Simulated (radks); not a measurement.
Spin polarisation of the 4d5 shell in Mo. Start: [Kr] 4d(up 2.5, down 2.5) 5s(up 0.5, down 0.5); electrons of 4d are moved from spin down to spin up, other shells keep equal spins. Method: non-relativistic Kohn-Sham, PBE, spin-polarised, spherical densities, point nucleus; computed with a radial shooting solver on a logarithmic mesh with Libxc functionals.

[
 {"moment (Bohr magnetons)": "0", "E - E(0) (eV)": "0.000", "e(4d up) (eV)": "-3.991", "e(4d down) (eV)": "-3.991", "5s down minus up (eV)": "0.000"},
 {"moment (Bohr magnetons)": "1", "E - E(0) (eV)": "-0.148", "e(4d up) (eV)": "-4.266", "e(4d down) (eV)": "-3.675", "5s down minus up (eV)": "0.266"},
 {"moment (Bohr magnetons)": "2", "E - E(0) (eV)": "-0.591", "e(4d up) (eV)": "-4.499", "e(4d down) (eV)": "-3.316", "5s down minus up (eV)": "0.534"},
 {"moment (Bohr magnetons)": "3", "E - E(0) (eV)": "-1.331", "e(4d up) (eV)": "-4.688", "e(4d down) (eV)": "-2.913", "5s down minus up (eV)": "0.808"},
 {"moment (Bohr magnetons)": "4", "E - E(0) (eV)": "-2.366", "e(4d up) (eV)": "-4.822", "e(4d down) (eV)": "-2.463", "5s down minus up (eV)": "1.086"},
 {"moment (Bohr magnetons)": "5", "E - E(0) (eV)": "-3.688", "e(4d up) (eV)": "-4.887", "e(4d down) (eV)": "-1.965", "5s down minus up (eV)": "1.364"}
]

At moment 5 the spin-polarisation energy is -3.688 eV and the 4d exchange splitting 2.922 eV, that is 0.584 eV per Bohr magneton; E = -I m^2/4 would give I = 0.590 eV.
